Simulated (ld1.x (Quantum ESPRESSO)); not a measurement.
# Building the PAW potential for Yb (Z = 70) (LDA (PZ), scalar-relativistic).

ld1.x (Quantum ESPRESSO) 7.5 input, shortened:

```
&input
   title='Yb', zed=70., rel=1, dft='PZ', iswitch=3,
   config='[Xe] 4f14 5d0 6s2 6p0'
 /
 &inputp
   pseudotype=3, lpaw=.true., tm=.true., lloc=-1, rcloc=2.00,
   nlcc=.true., rcore=1.45,
   which_augfun='BESSEL', rmatch_augfun=2.05
 /
6
5S  1  0   2.00   0.00  2.00  2.35  0.0
6S  2  0   2.00   0.00  2.00  2.35  0.0
5P  2  1   6.00   0.00  2.15  2.60  0.0
6P  3  1   0.00   0.00  2.15  2.60  0.0
5D  3  2   0.00   0.00  2.55  3.45  0.0
5D  3  2   0.00   0.70  2.55  3.45  0.0
 &test
   configts(1)='5s2 5p6 5d0 6s2 6p0'
 /
```

Poles of the logarithmic derivatives, all-electron (AE) and pseudo (PS). s: poles at 0.6, 4.8 (AE) and 0.6, 4.9 (PS) Ry. p: poles at -2.0, 1.4 (AE) and -2.0, -1.1, 1.2, 4.8 (PS) Ry. d: poles at 0.3, 3.1 (AE) and -1.5, -0.2, 0.3 (PS) Ry. Test radius 3.74 bohr.

* Configuration tests: test run stopped at test 4 of 9 (negative rho), 1 before it not solved; not counted: 5s2 5p6 5d0 6s0 6p0 (solver errors, printed error -510 eV)
* Lowest eigenvalue of the overlap operator: -1.34 (p channel); it is negative, so in a basis up to 400 Ry S is not positive definite and the file is unfit for use

The ghost test of this file was not conclusive. Its overlap operator is not positive definite in a basis up to 400 Ry (lowest eigenvalue s -0.0003, p -1.34, d -1.26), so the file is unfit for use: the generalised eigenproblem breaks down once the basis is large enough, and its test numbers describe a broken file.
